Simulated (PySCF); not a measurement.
13C shifts, computed and measured

Computed: GIAO KT3/pcSseg-2, gas phase, PySCF SCF with an in-house response code, geometries PBE0-D3(BJ)/def2-SVP, one conformer, no vibrational averaging, against isolated TMS at the same level. Measured: against TMS, in the medium listed. The two scales can differ by a constant.

| compound (atom-mapped SMILES) | atom | computed / ppm | measured / ppm | medium |
| --- | --- | --- | --- | --- |
| [S:1]=[P:2]([c:3]1[cH:4][cH:5][cH:6][cH:7][cH:8]1)([c:9]1[cH:10][cH:11][cH:12][cH:13][cH:14]1)[c:15]1[cH:16][cH:17][cH:18][cH:19][cH:20]1 | C3/9/15 | 134.3 | 133.1 | solution |
| [O:1]=[P:2]([c:3]1[cH:4][cH:5][cH:6][cH:7][cH:8]1)([c:9]1[cH:10][cH:11][cH:12][cH:13][cH:14]1)[c:15]1[cH:16][cH:17][cH:18][cH:19][cH:20]1 | C3/9/15 | 134.7 | 135.6 | solution |
| [CH3:1][C:2]([CH3:3])([CH3:4])[O:5][C:6](=[O:7])[c:8]1[cH:9][cH:10][cH:11][cH:12][cH:13]1 | C2 | 82.4 | 80.7 | not stated per compound (mostly CDCl3 or CCl4) |
| [CH3:1][CH2:2][O:3][S:4](=[O:5])(=[O:6])[c:7]1[cH:8][cH:9][c:10]([CH3:11])[cH:12][cH:13]1 | C2 | 66.3 | 66.9 | not stated per compound (mostly CDCl3 or CCl4) |

(1) Give computed and measured shifts for these two.

```json
{"compound (atom-mapped SMILES)": "[cH:1]1[cH:2][cH:3][c:4]2[cH:5][c:6]3[cH:7][cH:8][cH:9][cH:10][c:11]3[cH:12][c:13]2[cH:14]1", "atom": "C4/6/11/13"}
{"compound (atom-mapped SMILES)": "[O:1]=[C:2]([c:3]1[cH:4][cH:5][cH:6][cH:7][cH:8]1)[CH:9]1[CH2:10][CH2:11][CH2:12][CH2:13]1", "atom": "C9"}
```

(2) How well does this level do over the whole set?

## Answers

(1) 
```
                                                              compound (atom-mapped SMILES)        atom  computed / ppm  measured / ppm                                          medium
[cH:1]1[cH:2][cH:3][c:4]2[cH:5][c:6]3[cH:7][cH:8][cH:9][cH:10][c:11]3[cH:12][c:13]2[cH:14]1  C4/6/11/13           129.1           131.7                                           CDCl3
 [O:1]=[C:2]([c:3]1[cH:4][cH:5][cH:6][cH:7][cH:8]1)[CH:9]1[CH2:10][CH2:11][CH2:12][CH2:13]1          C9            46.1            46.4  not stated per compound (mostly CDCl3 or CCl4)
```

(2) Computed less measured averages -0.2 ppm, and the scatter about that mean is 1.4 ppm (rms) over 6 compounds.

Measured values: E. Pretsch, P. Bühlmann, M. Badertscher, Structure Determination of Organic Compounds, 4th ed., Springer 2009; Pretsch, Buehlmann, Badertscher, Structure Determination of Organic Compounds, 4th ed.; Stadelmann, Balmer, Riniker, Ebert, PCCP 2022.
